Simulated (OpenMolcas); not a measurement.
Pt2+ (d8) in a complex was computed by SS-CASPT2, IPEA 0 Eh, imaginary shift 0.1 Eh with the d shell active (OpenMolcas, ANO-RCC-VTZP on the metal). Its lowest spin-free states, and all those of the highest spin:

```csv
2S+1,Degeneracy,E (cm-1)
1,1,0
3,1,17360
1,1,19480
3,2,20450
1,2,24170
3,1,38740
1,1,40800
3,2,45780
1,1,50290
1,2,50450
3,1,52480
1,1,54600
3,1,63890
3,2,73410
```

Is the site octahedral, tetrahedral or cube-like, axial, or of lower symmetry?

The states with 2S+1 = 3 have orbital degeneracies 1, 2, 1, 2, 1, 1, 2. There are pairs but no triples, so the site is axial: not cubic, but with a proper or improper axis of order three or more. The run had Pt2+ with 4 ligands (oxide) in square-planar coordination (D4h) at 1.95 Å. A charge of +1.5 e stands 3.2 Å behind each ligand. Ligand basis ANO-RCC-VDZP.

Over all roots computed the reference weight is 0.63 to 0.68; a low but even weight reflects the number of correlated electrons. The least metal-like active orbital is 66 % on the metal (Löwdin) and no ligand orbital is active, so the numbers are rough. The oxide ions are held by bare point charges, a crude embedding. Ligand-to-metal charge-transfer states are missing. With no ligand orbital active B as a rule stays too high, so bands that hang on it stand too high and its fall with covalency is understated. The distance lies 2 % under the 1.98 Å that this model takes as the normal distance (a Shannon-type radius plus a fixed donor radius); by an R⁻⁵ law this alone changes a d-shell field by about +8 %. No measured value stands beside these numbers; the geometry is a model, was not optimised and need not be the one that this ion takes.
